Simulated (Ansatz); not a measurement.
Molecule: SnI, net charge 1, singlet state. SMILES: [Sn+][I]
Geometry: optimised at B3LYP-D3(BJ)/def2-TZVP (Ansatz, a quantum-chemistry and plane-wave program).

Parts of the frozen-core correlation energy in def2-SVP (Ansatz, hartree). Frozen orbitals: 18; correlated occupied orbitals by spin: 5 and 5; virtual: 29 and 29. No spin-orbit coupling. Past Kr the def2 sets carry scalar-relativistic core potentials.

```csv
term,value
reference (HF),-509.80659
MP2 opposite-spin,___
MP2 same-spin,___
CCSD correlation,-0.16346
(T),___
CCSDT minus CCSD(T),-0.00093
T1 diagnostic,0.028
largest doubles amplitude,0.071
```

Some entries are withheld; supply them.


- MP2 opposite-spin, value: -0.10808
- MP2 same-spin, value: -0.03610
- (T), value: -0.00658
